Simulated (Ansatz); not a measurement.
`[O]=[W](=[O])([F])[F]` + NH₃ → `[NH2][W](=[O])(=[O])[F]` + H–F at 700 K and 1 bar (ligand exchange at a W–F bond).

Program: Ansatz. Geometries: PBE0-D4/def2-TZVP. ΔE: electronic, gas phase. CCSD(T)/CBS is the MP2 limit (def2-TZVPP, def2-QZVPP) plus CCSD(T) − MP2 in def2-TZVPP, frozen cores. This one scheme is used for every species. Elements past krypton have def2 core potentials. For W outer-core shells are correlated without core-valence functions, which leaves a few kJ/mol of doubt a bond. One conformer a species, not always the lowest.

| species | CCSD(T)/CBS energy (Eh) | H − E (kJ/mol) | S (J/(mol·K)) |
| --- | --- | --- | --- |
| `[O]=[W](=[O])([F])[F]` | -417.08739 | 82.7 | 398.6 |
| NH₃ | -56.50880 | 116.9 | 226.5 |
| `[NH2][W](=[O])(=[O])[F]` | -373.18891 | 155.2 | 432.9 |
| H–F | -100.39570 | 45.2 | 198.5 |

H − E and S are ideal-gas, rigid-rotor, harmonic terms from PBE0-D4/def2-TZVP, for one conformer and one mirror image of each species. 1 Eh = 2625.50 kJ/mol, R = 8.31446 J/(mol·K).

Question: By hand: ΔE, ΔH, ΔS and ΔG.

Answer: ΔE = (-373.18891) + (-100.39570) − (-417.08739) − (-56.50880) = 0.01158 Eh = 30.4 kJ/mol. Δ(H − E) = 155.2 + 45.2 − 82.7 − 116.9 = 0.8, so ΔH = 31.2 kJ/mol. ΔS = 432.9 + 198.5 − 398.6 − 226.5 = 6.3 J/(mol·K). ΔG = 31.2 − 700 × (6.3)/1000 = 26.8 kJ/mol.

Question: By hand: the equilibrium constant, and the temperature at which ΔG would vanish if ΔH and ΔS stayed fixed.

Answer: log₁₀ K = −ΔG/(RT ln 10) = -2.0. ΔG = 0 at ΔH/ΔS = 4952 K, far beyond where these terms or the molecules hold.

The number of gas molecules stays the same, so ΔS is small and ΔH decides. A doubt of 5 kJ/mol in ΔE shifts log₁₀ K by 0.4 here. Other conformers and mirror images would add mixing entropy, several J/(mol·K) or more a flexible species. These are equilibria of isolated gas molecules and say nothing of rates. Largest T1 diagnostic: 0.023 (customary marks: 0.02 for closed shells, 0.045 for open ones).
